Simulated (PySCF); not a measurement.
**Spinor energies of Ta⁺ (tantalum, charge +1)**

Start: [Xe] 4f14 5d2 6s2; 5d5/2 filled at m_j = +3/2, +5/2. Calculated with PySCF 2.14 in x2c-SVPall-2c with one added diffuse shell each of s, d type (8s9p10d2f, 99 functions): generalised Hartree-Fock with the X2C-1e Hamiltonian and a Gaussian nucleus; one run each with spin-orbit coupling (SO) switched off, then screened by Boettger's factors. This is a chosen level, not necessarily the ground level.

```json
{"spinor shell": "1s1/2", "electrons": "2", "ε, spin-free (eV)": "-67782.1", "ε, screened SO (eV)": "-67762.4", "weight of nominal j (screened SO)": "1.000", "rms radius, screened SO (bohr)": "0.0212"}
{"spinor shell": "2s1/2", "electrons": "2", "ε, spin-free (eV)": "-11794.5", "ε, screened SO (eV)": "-11788.3", "weight of nominal j (screened SO)": "1.000", "rms radius, screened SO (bohr)": "0.0853"}
{"spinor shell": "2p1/2", "electrons": "2", "ε, spin-free (eV)": "-10340.3", "ε, screened SO (eV)": "-11246.7", "weight of nominal j (screened SO)": "1.000", "rms radius, screened SO (bohr)": "0.0726"}
{"spinor shell": "2p3/2", "electrons": "4", "ε, spin-free (eV)": "-10340.3", "ε, screened SO (eV)": "-9970.2", "weight of nominal j (screened SO)": "1.000", "rms radius, screened SO (bohr)": "0.0799"}
{"spinor shell": "3s1/2", "electrons": "2", "ε, spin-free (eV)": "-2771.3", "ε, screened SO (eV)": "-2769.3", "weight of nominal j (screened SO)": "1.000", "rms radius, screened SO (bohr)": "0.218"}
{"spinor shell": "3p1/2", "electrons": "2", "ε, spin-free (eV)": "-2331.2", "ε, screened SO (eV)": "-2528.7", "weight of nominal j (screened SO)": "1.000", "rms radius, screened SO (bohr)": "0.210"}
{"spinor shell": "3p3/2", "electrons": "4", "ε, spin-free (eV)": "-2331.2", "ε, screened SO (eV)": "-2249.1", "weight of nominal j (screened SO)": "1.000", "rms radius, screened SO (bohr)": "0.225"}
{"spinor shell": "3d3/2", "electrons": "4", "ε, spin-free (eV)": "-1812.0", "ε, screened SO (eV)": "-1847.1", "weight of nominal j (screened SO)": "1.000", "rms radius, screened SO (bohr)": "0.199"}
{"spinor shell": "3d5/2", "electrons": "6", "ε, spin-free (eV)": "-1812.0", "ε, screened SO (eV)": "-1786.8", "weight of nominal j (screened SO)": "1.000", "rms radius, screened SO (bohr)": "0.203"}
{"spinor shell": "4s1/2", "electrons": "2", "ε, spin-free (eV)": "-605.21", "ε, screened SO (eV)": "-604.60", "weight of nominal j (screened SO)": "1.000", "rms radius, screened SO (bohr)": "0.488"}
{"spinor shell": "4p1/2", "electrons": "2", "ε, spin-free (eV)": "-458.13", "ε, screened SO (eV)": "-503.91", "weight of nominal j (screened SO)": "1.000", "rms radius, screened SO (bohr)": "0.497"}
{"spinor shell": "4p3/2", "electrons": "4", "ε, spin-free (eV)": "-458.13", "ε, screened SO (eV)": "-438.99", "weight of nominal j (screened SO)": "1.000", "rms radius, screened SO (bohr)": "0.530"}
{"spinor shell": "4d3/2", "electrons": "4", "ε, spin-free (eV)": "-266.14", "ε, screened SO (eV)": "-273.13", "weight of nominal j (screened SO)": "1.000", "rms radius, screened SO (bohr)": "0.557"}
{"spinor shell": "4d5/2", "electrons": "6", "ε, spin-free (eV)": "-266.14", "ε, screened SO (eV)": "-260.99", "weight of nominal j (screened SO)": "1.000", "rms radius, screened SO (bohr)": "0.569"}
{"spinor shell": "5s1/2", "electrons": "2", "ε, spin-free (eV)": "-97.567", "ε, screened SO (eV)": "-97.454", "weight of nominal j (screened SO)": "1.000", "rms radius, screened SO (bohr)": "1.18"}
{"spinor shell": "5p1/2", "electrons": "2", "ε, spin-free (eV)": "-58.308", "ε, screened SO (eV)": "-64.176", "weight of nominal j (screened SO)": "0.986", "rms radius, screened SO (bohr)": "1.36"}
{"spinor shell": "5p3/2", "electrons": "4", "ε, spin-free (eV)": "-58.308", "ε, screened SO (eV)": "-55.785", "weight of nominal j (screened SO)": "0.992", "rms radius, screened SO (bohr)": "1.41"}
{"spinor shell": "4f5/2", "electrons": "6", "ε, spin-free (eV)": "-51.089", "ε, screened SO (eV)": "-51.908", "weight of nominal j (screened SO)": "0.992", "rms radius, screened SO (bohr)": "0.700"}
{"spinor shell": "5d5/2", "electrons": "2", "ε, spin-free (eV)": "-18.104", "ε, screened SO (eV)": "-17.795", "weight of nominal j (screened SO)": "0.791", "rms radius, screened SO (bohr)": "2.16"}
{"spinor shell": "6s1/2", "electrons": "2", "ε, spin-free (eV)": "-14.355", "ε, screened SO (eV)": "-14.365", "weight of nominal j (screened SO)": "0.963", "rms radius, screened SO (bohr)": "3.31"}
```

Where does 4f7/2 lie, and what is the 4f spin-orbit splitting (screened SO)?

At -50.025 eV, 1.883 eV above 4f5/2.

| quantity | spin-free | screened SO |
| --- | --- | --- |
| E (hartree) | -15591.96682 | -15609.21755 |
| M_J | 4 | 4 |
| ⟨J²⟩ | 20.051 | 20.278 |
| ⟨L²⟩ | 12.009 | 12.681 |
| ⟨S²⟩ | 2.042 | 2.061 |

Each row is a mean over spinors that exchange with the open shell spreads, by up to 4.958 eV (5p3/2).

Rows whose weight is well below 1 are mixtures of j = l ± 1/2: exchange outweighs spin-orbit coupling there, and the label is only the starting occupation.

⟨J²⟩ departs a little from M_J(M_J + 1) because the unrestricted spinors polarise the closed shells.

Breit and QED terms are absent; they matter most for the inner s and p1/2 levels.

Densities and radii are taken from the X2C orbitals without a picture-change correction, which distorts them close to the nucleus.

Without spin-orbit coupling the j labels of p, d and f shells carry no meaning; the spin-free column gives the mean over the occupied spinors of each nl shell.
